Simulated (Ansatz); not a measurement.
Gas-phase electronic energies from Ansatz, PBE0-D4/def2-TZVP geometries. CBS: MP2 limit from def2 TZ/QZ plus the TZ coupled-cluster correction, frozen cores. This one scheme is used for every species. Functionals use def2-TZVPP. Elements past krypton have def2 core potentials. For Te outer-core shells are correlated without core-valence functions, which leaves a few kJ/mol of doubt a bond. Each species was taken in one conformer, which may not be the lowest.

`B[Te][SiH2]N` + `N[SiH](O)F` → `N[SiH2]O[SiH](N)F` + `B[TeH]`  (ligand exchange at the Si–Te bond)

```json
{"species": "`B[Te][SiH2]N`", "ωB97M-V energy (Eh)": "-640.71555"}
{"species": "`N[SiH](O)F`", "ωB97M-V energy (Eh)": "-521.90682"}
{"species": "`N[SiH2]O[SiH](N)F`", "ωB97M-V energy (Eh)": "-868.03174"}
{"species": "`B[TeH]`", "ωB97M-V energy (Eh)": "-294.61785"}
```

(1) Work out ΔE.

Largest T1 diagnostic among the species: 0.015.

Results:

(1) ΔE = (-868.03174) + (-294.61785) − (-640.71555) − (-521.90682) = -0.02722 Eh = -71.5 kJ/mol. CCSD(T)/CBS gives -66.7 kJ/mol.

In def2-TZVPP, CCSD(T) changes the Hartree–Fock value by +18.0 kJ/mol (the triples alone add +4.1 kJ/mol) and MP2 by +25.6 kJ/mol. From PBE to PBE0 (25 % exact exchange), in def2-TZVPP and without D4, ΔE moves by −6.4 kJ/mol.
